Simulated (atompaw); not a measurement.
LDA (PW92) PAW (atompaw) dataset for zirconium, scalar-relativistic all-electron reference.

atompaw 4.2.0.5 was run on this input:

```
Zr 40
LDA-PW scalarrelativistic loggrid 1500 logderivrange -2 5 176
5 5 4 0 0 0
5 0 1.5
5 1 0.5
4 2 2
0 0 0
c
c
c
c
v
c
c
c
v
c
v
2
3.00 2.85 2.00 2.55
y
4.2
n
y
0.55
n
y
0.5
n
custom rrkj gramschmidtortho besselshape
3 0 ultrasoft
3.00
3.00
2.80
2.80
2.40
2.40
PWSCFOUT
UPFDX 0.0125d0 UPFXMIN -7.d0 UPFZMESH 40.d0
END
```

Command:

```bash
atompaw < Zr.input > Zr.log
```

Output (summary file):

```
Completed calculations for Zr (AE)

 Exchange-correlation type: LDA, Perdew-Wang correlation

 Radial integration grid is logarithmic
 r0 =   2.1400192E-04 h =   8.5600766E-03   n =      1500 rmax =   8.0000000E+01

 Scalar relativistic calculation

 AEatom converged in  60 iterations
   nz     =  40.00
   delta  =       1.878360788428E-16

 All Electron Orbital energies:
  n  l      occupancy      energy
  1  0      2.0000000E+00 -1.3082578E+03
  2  0      2.0000000E+00 -1.8135221E+02
  3  0      2.0000000E+00 -2.9713214E+01
  4  0      2.0000000E+00 -4.0536749E+00
  5  0      1.5000000E+00 -3.6577466E-01
  2  1      6.0000000E+00 -1.6185693E+02
  3  1      6.0000000E+00 -2.3363072E+01
  4  1      6.0000000E+00 -2.4354935E+00
  5  1      5.0000000E-01 -1.3693006E-01
  3  2      1.0000000E+01 -1.2904632E+01
  4  2      2.0000000E+00 -3.1475594E-01

 Total energy
   Total                    :    -7189.08228634755687

 ---
 Completed calculations for Zr (SC)

 Exchange-correlation type: LDA, Perdew-Wang correlation

 Radial integration grid is logarithmic
 r0 =   2.1400192E-04 h =   8.5600766E-03   n =      1500 rmax =   8.0000000E+01

 Scalar relativistic calculation

 SCatom converged in   2 iterations
   nz     =  40.00
   delta  =       5.089382646663E-17

 Valence Electron Orbital energies:
  n  l      occupancy      energy
   5  0      1.5000000E+00 -3.6577466E-01
   5  1      5.0000000E-01 -1.3693006E-01
   4  2      2.0000000E+00 -3.1475595E-01

 Total energy
   Total                    :    -7189.08228635243904
   Valence                  :     -222.49819219913951

 PAW parameters:
       lmax =            2
         rc =    3.0145451773161365
        irc =         1117
   rc_shape =    2.8636148613627381
    rc_vloc =    2.0159493007277995
    rc_core =    2.5620173390598304
   Vloc: Non norm-conserving form with l= 3;e=   0.0000E+00
   Projector type: RRKJ pseudization + Gram-Schmidt ortho.
   Bessel compensation charge shape zeroed at   2.8636E+00

 Number of basis functions     6
 No.   n  nodes  l      Energy         Cp coeff         Occ
  1    5    4    0   -0.3657747E+00  0.1000000E+01  0.1500000E+01
  2  999    5    0    0.4200000E+01  0.8925922E+00  0.0000000E+00
  3    5    3    1   -0.1369301E+00  0.1000000E+01  0.5000000E+00
  4  999    4    1    0.5500000E+00  0.3506653E-01  0.0000000E+00
  5    4    1    2   -0.3147559E+00  0.1000000E+01  0.2000000E+01
  6  999    2    2    0.5000000E+00 -0.1117478E+03  0.0000000E+00

 Eigenvalues of overlap operator (in the basis of projectors):
    1        1.25601033E+00
    2        2.91369203E+00
    3        5.00239005E+00
    4        1.28113233E+01
    5        5.28449360E+01
    6        1.89808220E+04

 Orbital leakage outside PAW augmentation regions
   orb  is_core?  %out_of_sphere
   1 0    T           0.00
   2 0    T           0.00
   3 0    T           0.00
   4 0    T           0.13
   5 0    F          66.22
   2 1    T          -0.00
   3 1    T           0.00
   4 1    T           0.72
   5 1    F          87.75
   3 2    T           0.00
   4 2    F          20.42

 Summary of PAW energies
   Total valence energy     :   -222.49819346326888
   Smooth energy            :      4.22403713360413
   One center               :   -226.72223059687300
   Smooth kinetic           :      4.27891402380862
   Vloc energy              :     -1.33563727887846
   Smooth exch-corr         :     -3.21329688567663
   One-center xc            :   -216.55853542946946
```

Note: ghost states, extra bound levels that the all-electron valence spectrum of the same l lacks: s at -44.5 eV, p at -30.9 eV. A true bound ghost makes a file unfit for plane-wave use.

The run took about 20 s on one core of a shared server CPU.
